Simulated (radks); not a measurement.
Ga II, 30 electrons, occupied as [Ar] 3d10 4s2 (the NIST ground configuration).

All-electron calculation, scalar-relativistic Kohn-Sham, exchange-only LDA, spin-unpolarised, spherical densities, finite nucleus; Fermi nuclear charge, rms radius 3.9973 fm. Program: a radial shooting solver on a logarithmic mesh with Libxc functionals.

Energy parts (eV):
| part | energy |
|---|---|
| total | -52740.508 |
| kinetic | 53669.652 |
| electron-nucleus | -127061.707 |
| Hartree | 22546.677 |
| exchange | -1895.129 |

Orbitals (lengths in bohr, moments of r in powers of bohr):
| orbital | occ. | eigenvalue (eV) | <r> |
|---|---|---|---|
| 1s | 2 | -10216.42 | 0.04867 |
| 2s | 2 | -1266.473 | 0.2182 |
| 2p | 6 | -1104.597 | 0.1909 |
| 3s | 2 | -154.0879 | 0.6533 |
| 3p | 6 | -105.3270 | 0.6803 |
| 3d | 10 | -26.1145 | 0.8109 |
| 4s | 2 | -15.4455 | 2.229 |
| 4p | 0 | -8.2754 | 2.896 |
| 5s | 0 | -3.4664 | 6.355 |
| 4d | 0 | -2.0887 | 6.789 |
| 4f | 0 | -0.8689 | 17.18 |

The highest occupied level is 4s at -15.445 eV. The density falls to 0.001 e/bohr^3 at r = 3.76 bohr. The electron density at the nucleus is 2.841e+04 e/bohr^3 (large components only). Summed over all electrons, <r^2> = 24.71 bohr^2, which gives a Langevin (diamagnetic) susceptibility term of -19.6 x 10^-6 cm^3/mol.
